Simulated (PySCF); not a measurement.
Species: sum formula AlN2H4Cl, charge 0, multiplicity 1. 
Geometry from a B3LYP-D3(BJ)/def2-TZVP (Ansatz) optimisation:
SMILES: [NH2][Al]([Cl])[NH2]
```xyz
8

N      1.5438    -1.2244     0.2724
Al    -0.0016    -0.3959     0.1083
N     -1.5537    -1.1808     0.3852
Cl     0.0067     1.6358    -0.4473
H      1.6689    -2.1895     0.5311
H      2.4347    -0.7815     0.1155
H     -2.4409    -0.7129     0.2931
H     -1.6867    -2.1423     0.6533
```
Charge 0, spin multiplicity 1.

Dispersion corrections to the total energy (kcal/mol) from the dftd3 and dftd4 libraries through PySCF: D3(BJ) without and D4 with the three-body term, each with the damping fitted for the functional named.

```
functional  D3(BJ)     D4
----------  ------  -----
r2SCAN       -0.98  -0.86
HSE06        -2.51  -2.84
PW6B95       -2.05  -3.06
revPBE       -8.13  -9.64
TPSS             ?  -4.76
PBE              ?  -3.54
PBE0             ?  -3.02
```

Task: Some entries are withheld; supply them.

Result: 
- TPSS, D3(BJ): -4.39
- PBE, D3(BJ): -3.39
- PBE0, D3(BJ): -3.07
